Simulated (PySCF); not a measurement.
How methods differ on the excitation energy of N²⁺

N²⁺ [He] 2s2 2p1 (2P) → N²⁺ [He] 2s2 3s1 (2S), as a difference of total energies. Calculation: PySCF 2.14, in aug-cc-pwCVQZ (9s8p6d4f2g, 109 functions); the non-relativistic Hamiltonian (point nucleus). Correlated levels: valence: 1s2 frozen; valence and next inner shell: nothing frozen. The calculations carry no spin-orbit coupling.

| method | excitation energy (eV) |
| --- | --- |
| UHF | 27.668 |
| LDA | 27.662 |
| PBE | 27.751 |
| PBE0 | 27.827 |
| r2SCAN | 28.318 |
| B97-3 | 28.034 |
| LC-wPBE | 28.062 |
| MP2 (valence) | 27.501 |
| SCS-MP2 (valence) | 27.475 |
| MP2 (valence and next inner shell) | 27.563 |

Problem. Estimate what M06-L gives.

Solution. 28.665 eV, closest to r2SCAN among the rows shown.

Problem. Estimate what SCS-MP2 (valence and next inner shell) gives.

Solution. 27.521 eV, closest to MP2 (valence) among the rows shown.

A first-order spin-orbit estimate (lowest level to lowest level, LS coupling) adds 0.014 eV.

The promoted electron is Rydberg-like, and one or two diffuse shells describe it only roughly, which tends to raise the upper state.
